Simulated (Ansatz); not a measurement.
Al2Ru3, relaxed as a singlet with RKS PBE-D4/def2-SVP in Ansatz, starting from the GFN2-xTB geometry. Force threshold 0.02 eV/Å.

In the def2 sets Ru takes a core potential; there is no spin–orbit coupling. The restricted singlet is unstable towards broken spin symmetry at other levels; at PBE-D4/def2-SVP this wasn't settled. At PBE-D4/def2-SVP a quintet of charge 0 lies 0.27 eV below the restricted singlet, each at its own geometry. The structure comes from a short search, and lower isomers may exist.

Start:

```xyz
5

Ru    0.5502    0.8121   -1.5804
Ru    1.0810    0.5224    0.6537
Ru   -0.5656   -0.8181    1.5721
Al    0.2568   -1.4626   -0.6652
Al   -1.3223    0.9463    0.0197
```

(1) Estimate the energy that the relaxation releases and the steps that it takes.

(2) Does the start keep its bonding and symmetry?

(3) Predict the relaxed structure.

## Answers

(1) 7.6 kJ/mol, in 5 steps; 13 s on 4 threads of Arm Neoverse V1 on a shared host. No frequencies were taken in this run, so the end may be a saddle point.

(2) By distances, no bond broke or formed. The bond that changes most is Ru1–Ru3, from 3.72 to 3.59 Å (atoms count from 1). Point group C2v at the start, C2v at the end, both within 0.05 Å.

(3) 
```xyz
5

Ru    0.535    0.785   -1.525
Ru    1.079    0.522    0.652
Ru   -0.544   -0.789    1.520
Al    0.277   -1.497   -0.676
Al   -1.347    0.979    0.029
```
Bond lengths (bridged metal pairs left out): 6 × Al–Ru 2.45 to 2.55 Å; 2 × Ru–Ru 2.26 Å.
